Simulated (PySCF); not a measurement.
## Heteronuclear NMR

Geometry (Å), atoms numbered from 1 in this order:
```xyz
20

C     2.488   -0.818   -0.613
C     0.991   -0.977   -0.402
F     0.765   -2.147    0.318
C     0.357    0.175    0.353
C     0.241    1.488   -0.442
C    -1.223    1.863   -0.145
Si   -1.552    0.121    0.585
P    -2.477   -1.277   -0.900
H     2.991   -0.744    0.349
H     2.680    0.085   -1.185
H     2.888   -1.675   -1.150
H     0.477   -1.131   -1.363
H     0.905    0.320    1.285
H     0.956    2.249   -0.131
H     0.382    1.303   -1.507
H    -1.295    2.664    0.587
H    -1.782    2.172   -1.025
H    -2.026    0.063    1.976
H    -2.050   -2.417   -0.245
H    -3.720   -1.307   -0.290
```

Averaged over atoms made equivalent by symmetry, fast rotation or ring inversion, non-relativistic, isolated molecule, a single conformation. NMR shieldings at PBE0/pcSseg-1/GIAO; structure optimised with GFN2-xTB; PySCF.

Q: What are the $^{19}$F shifts?

A: 
```tsv
atoms	environment	σ (ppm)	δ (ppm)
F3	fluorine on an sp3 carbon	363.2	-167.1
```

Shieldings were converted by a linear fit to measured shifts: $^{19}$F (scatter 6.0 ppm rms, 7.0 ppm with the 5 outliers that the fit left out vs CFCl3, solution or neat liquid, with a term for F on sp3 carbon). Occasional misses reach two or three times the rms, and more in compound classes unlike the fitted ones.

On a 300 MHz spectrometer $^{19}$F resonates near 282.3 MHz, so 1 ppm is 282.3 Hz.

Q: Where does $^{31}$P resonate?

A: 
```
atoms                   environment  σ (ppm)  δ (ppm)
   P8  phosphorus bonded to Si, 2 H    626.9   -249.2
```

Shieldings were converted by a linear fit to measured shifts: $^{31}$P (scatter 18.1 ppm rms vs H3PO4, solution or neat liquid). Occasional misses reach two or three times the rms, and more in compound classes unlike the fitted ones.

On a 500 MHz spectrometer $^{31}$P resonates near 202.4 MHz, so 1 ppm is 202.4 Hz.

Q: What are the $^{29}$Si shifts?

A: 
```csv
atoms,environment,σ (ppm),δ (ppm)
Si7,"silicon bonded to 2 C, P, H, in a 4-membered ring",354.9,-11.8
```

Shieldings were converted by a linear fit to measured shifts: $^{29}$Si (scatter 8.9 ppm rms, 25.8 ppm with the 6 outliers that the fit left out vs TMS, solution or neat liquid). A few per cent of atoms miss by over 2 rms, more outside the fitted compound classes.

On a 400 MHz spectrometer $^{29}$Si resonates near 79.5 MHz, so 1 ppm is 79.5 Hz.
